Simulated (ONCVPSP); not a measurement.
Cutoff test, chlorine (Cl), ONCV

Cl (Z = 17), optimised norm-conserving Vanderbilt (ONCV), made with ONCVPSP 4.0.1 (BLYP, scalar-relativistic). Core [Ne], reference 3s2 3p5. Waves: 3s: rc 1.10 bohr, ncon 4, nbas 7, qcut 6 1/bohr, 2 projectors, debl 1.1 Ha; 3p: rc 1.15 bohr, ncon 4, nbas 7, qcut 6.1 1/bohr, 2 projectors, debl 2.5 Ha; d scattering state at 0.42 Ha: rc 1.25 bohr, ncon 5, nbas 9, qcut 7.7 1/bohr, 2 projectors, debl 2.8 Ha. Local part: polynomial inside 0.80 bohr (lpopt 5, dvloc0 0 Ha). Core correction: Teter function fitted to the true core (icmod 2), fcfact 0.2.

Task: For each optimised wave give the share of its norm inside rc, the residual kinetic energy above qcut (Ha) and the cutoffs (Ha) for errors of 10, 1, 0.1 and 0.01 mHa per electron.

Result:

| wave | norm inside rc | residual KE | 10 mHa | 1 mHa | 0.1 mHa | 0.01 mHa |
| --- | --- | --- | --- | --- | --- | --- |
| 3s | 0.233 | 1.1e-03 | 11.0 | 24.0 | 95.2 | 135.6 |
| s projector 2 | 0.058 | 8.5e-04 | 11.1 | 17.4 | 74.8 | 142.6 |
| 3p | 0.181 | 5.0e-04 | 5.3 | 9.2 | 95.8 | 117.8 |
| p projector 2 | 0.076 | 1.1e-02 | 25.9 | 125.9 | 153.6 | 199.4 |
| d projector 1 | 0.191 | 2.4e-03 | 22.6 | 45.2 | 164.5 | 191.7 |
| d projector 2 | 0.120 | 1.1e-02 | 29.8 | 43.2 | 107.2 | 175.1 |

The occupied waves need 24 Ha and 96 Ha for 1 and 0.1 mHa. Note: ghosts flagged at negative energy: s at -222.6 eV; GHOST(+) flags only above 600 eV. A true bound ghost makes a file unfit for plane-wave use.
